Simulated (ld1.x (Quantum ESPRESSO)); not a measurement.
# Before and after: TM potential for Kr (Z = 36)

ld1.x (Quantum ESPRESSO) 7.5 input, shortened:

```
&input
   title='Kr', zed=36., rel=1, dft='PW91', iswitch=3,
   config='[Ar] 3d10 4s2 4p3'
 /
 &inputp
   pseudotype=2, tm=.true., lloc=-2, rcloc=1.40,
   nlcc=.false.
 /
2
4S  1  0   2.00   0.00  1.40  1.40  0.0
4P  2  1   3.00   0.00  1.55  1.55  0.0
 &test
   configts(1)='4s2 4p3'
 /
```

All-electron outer shells of the reference configuration (PW91, scalar-relativistic, ld1.x):

```tsv
shell	level (eV)	outermost node (bohr)	outermost maximum (bohr)
4s	-59.21	0.64	1.31
4p	-43.42	0.67	1.44
```

Change: local potential the s channel.

Cutoffs: the cutoffs (Ry, on a coarse ladder) from which the occupation-weighted sum of valence levels, in a spherical-Bessel basis at the reference potential, stays within 10 and 1 mRy of its value at 400 Ry; they do not see the model core or the augmentation charge, which bear on the density cutoff. Errors are all-electron minus pseudo energies relative to the spin-unpolarised reference configuration.

Problem. What does the change do?

Solution. The potential gets neither clearly harder nor softer (55 Ry and 90 Ry → 55 Ry and 90 Ry); a bound ghost appears in p, which as a rule spoils a file; of the 6 tests that both files solve, the error grows in 4 and shrinks in 1 by more than 15 % and 0.3 meV (median size 32.2 → 36.2 meV); the range in which the s phases agree widens (upper end 1.0 → 2.8). In the separable form a ghost depends on how the local part lies against the semilocal potential of the channel, so the choice of the local part can create or remove one.

```csv
quantity,base,changed
"cutoff, loose",55 Ry,55 Ry
"cutoff, tight",90 Ry,90 Ry
loose cutoff by channel (10 mRy a level),"s 45 Ry, p 25 Ry","p 30 Ry, s 45 Ry"
bound ghosts,none,p
"error for 4s2 4p6, meV [ΔE -76.75 eV]",+62,-83
"error for 4s2 4p5, meV [ΔE -62.40 eV]",+39,-36
"error for 4s2 4p4, meV [ΔE -37.16 eV]",+15,-4.5
"error for 4s2 4p2, meV [ΔE 49.92 eV]",+4.7,-12
"error for 4s1 4p6, meV [ΔE -47.87 eV]",+25,-37
"error for 4s2 4p5.5, meV [ΔE -70.86 eV]",+51,-59
s: phases at 1.71 bohr within 0.05 rad from the reference energy up to (Ry; the scan ends near 5),1.0,2.8
p: phases at 1.71 bohr within 0.05 rad from the reference energy up to (Ry; the scan ends near 5),3.1,3.3
```

 A true bound ghost makes a file unfit for plane-wave use even where its test errors are small: the radial tests pick states by their node count and pass the ghost by.
